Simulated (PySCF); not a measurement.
**Basis-set dependence of population analyses: `C=C([SiH3])C(F)(F)F`**

Compound: C3H5F3Si.
Structure used (PBE0-D3(BJ)/def2-SVP), in Å, numbered top down from 1:
```xyz
12
C3H5F3Si angstrom
C     -0.6374    1.4681   -0.2136
C     -0.1859    0.2249   -0.0180
Si     1.6311   -0.2246   -0.2672
C     -1.1363   -0.8535    0.4171
F     -1.2140   -1.8178   -0.5080
F     -2.3765   -0.4115    0.6362
F     -0.7113   -1.4334    1.5481
H      0.0302    2.2706   -0.5392
H     -1.6890    1.7266   -0.0555
H      2.2932    0.9714   -0.8648
H      1.7621   -1.3958   -1.1807
H      2.2738   -0.5573    1.0376
```

PBE0 throughout (PySCF), one geometry, spherical d and f functions. Geometry: PBE0-D3(BJ)/def2-SVP; no solvent, vibrations or thermal averaging. Atoms taken as equivalent share a column and are averaged. The first 7 of 8 kinds of atom are listed.

Mulliken charges (e):

```csv
basis,functions,C1,C2,Si3,C4,F5/F6/F7,H8,H9
STO-3G,44,-0.164,-0.200,+0.545,+0.326,-0.117,+0.083,+0.088
6-31G,77,-0.318,-0.298,+0.568,+0.758,-0.276,+0.184,+0.203
pcSseg-0,77,-0.316,-0.675,+0.600,+0.996,-0.330,+0.243,+0.257
6-31G*,112,-0.379,-0.232,+0.347,+0.938,-0.300,+0.194,+0.205
cc-pVDZ,127,+0.037,-0.374,+0.275,+0.555,-0.167,+0.059,+0.063
def2-SVP,127,-0.019,-0.429,+0.420,+0.606,-0.184,+0.068,+0.079
aug-cc-pVDZ,210,+0.818,-0.159,-0.774,+1.675,-0.485,-0.493,-0.413
"6-311+G(2d,p)",227,-0.450,+0.125,+0.318,+0.744,-0.295,+0.146,+0.148
def2-TZVP,253,-0.254,-0.157,+0.152,+0.469,-0.162,+0.147,+0.157
cc-pVTZ,284,-0.229,-0.232,+0.188,+0.535,-0.159,+0.132,+0.139
IGLO-III,304,-0.222,-0.139,+0.747,+0.395,-0.187,+0.107,+0.134
pcSseg-2,329,-0.053,-0.368,+0.570,+0.790,-0.247,+0.076,+0.071
```

IAO charges (e):

```json
{"basis": "STO-3G", "functions": "44", "C1": "-0.239", "C2": "-0.326", "Si3": "+0.640", "C4": "+0.441", "F5/F6/F7": "-0.144", "H8": "+0.131", "H9": "+0.137"}
{"basis": "6-31G", "functions": "77", "C1": "-0.255", "C2": "-0.284", "Si3": "+0.451", "C4": "+0.733", "F5/F6/F7": "-0.261", "H8": "+0.166", "H9": "+0.173"}
{"basis": "pcSseg-0", "functions": "77", "C1": "-0.234", "C2": "-0.311", "Si3": "+0.441", "C4": "+0.739", "F5/F6/F7": "-0.259", "H8": "+0.160", "H9": "+0.167"}
{"basis": "6-31G*", "functions": "112", "C1": "-0.244", "C2": "-0.318", "Si3": "+0.579", "C4": "+0.808", "F5/F6/F7": "-0.278", "H8": "+0.158", "H9": "+0.163"}
{"basis": "cc-pVDZ", "functions": "127", "C1": "-0.250", "C2": "-0.314", "Si3": "+0.570", "C4": "+0.802", "F5/F6/F7": "-0.276", "H8": "+0.159", "H9": "+0.164"}
{"basis": "def2-SVP", "functions": "127", "C1": "-0.238", "C2": "-0.318", "Si3": "+0.589", "C4": "+0.803", "F5/F6/F7": "-0.277", "H8": "+0.155", "H9": "+0.161"}
{"basis": "aug-cc-pVDZ", "functions": "210", "C1": "-0.257", "C2": "-0.311", "Si3": "+0.573", "C4": "+0.812", "F5/F6/F7": "-0.283", "H8": "+0.164", "H9": "+0.169"}
{"basis": "6-311+G(2d,p)", "functions": "227", "C1": "-0.255", "C2": "-0.321", "Si3": "+0.606", "C4": "+0.812", "F5/F6/F7": "-0.283", "H8": "+0.164", "H9": "+0.170"}
{"basis": "def2-TZVP", "functions": "253", "C1": "-0.254", "C2": "-0.325", "Si3": "+0.614", "C4": "+0.823", "F5/F6/F7": "-0.285", "H8": "+0.163", "H9": "+0.169"}
{"basis": "cc-pVTZ", "functions": "284", "C1": "-0.256", "C2": "-0.321", "Si3": "+0.598", "C4": "+0.821", "F5/F6/F7": "-0.284", "H8": "+0.163", "H9": "+0.169"}
{"basis": "IGLO-III", "functions": "304", "C1": "-0.256", "C2": "-0.323", "Si3": "+0.613", "C4": "+0.817", "F5/F6/F7": "-0.284", "H8": "+0.164", "H9": "+0.170"}
{"basis": "pcSseg-2", "functions": "329", "C1": "-0.254", "C2": "-0.325", "Si3": "+0.612", "C4": "+0.822", "F5/F6/F7": "-0.285", "H8": "+0.164", "H9": "+0.169"}
```

Some averages cover members that differ in this geometry, most widely: F5/F6/F7, Mulliken in 6-311+G(2d,p) -0.349 to -0.266; F5/F6/F7, Mulliken in aug-cc-pVDZ -0.504 to -0.471 e.

Task: Which scheme is steadiest as the basis changes?

Result: Largest range over the bases for any column: IAO 0.38 e, Mulliken 1.52 e. IAO charges move least and Mulliken charges most, counted in e. Without the minimal STO-3G basis the ranges are IAO 0.17, Mulliken 1.52 e.

Task: How much do the charges still move between the two largest bases, IGLO-III and pcSseg-2?

Result: At most, over all atoms: Mulliken 0.394 e, IAO 0.005 e.

Task: What do the same runs give for the total energy, the frontier levels and the dipole moment?

Result: 
```csv
basis,energy (Eh),HOMO (eV),LUMO (eV),μ (D)
STO-3G,-696.7130,-5.73,2.77,1.20
6-31G,-705.6224,-8.59,-0.87,2.56
pcSseg-0,-704.4797,-8.86,-1.12,2.54
6-31G*,-705.7566,-8.39,-0.74,2.00
cc-pVDZ,-705.8037,-8.50,-0.92,2.05
def2-SVP,-705.3800,-8.61,-1.03,2.15
aug-cc-pVDZ,-705.8354,-8.63,-1.20,2.24
"6-311+G(2d,p)",-705.9262,-8.67,-1.25,2.31
def2-TZVP,-705.9702,-8.65,-1.18,2.21
cc-pVTZ,-705.9512,-8.62,-1.11,2.14
IGLO-III,-705.9759,-8.65,-1.22,2.24
pcSseg-2,-705.9731,-8.69,-1.24,2.30
```

The dipole is fixed by the density alone, so its range of 1.36 D shows that the density itself changes with the basis, not only its division among atoms.
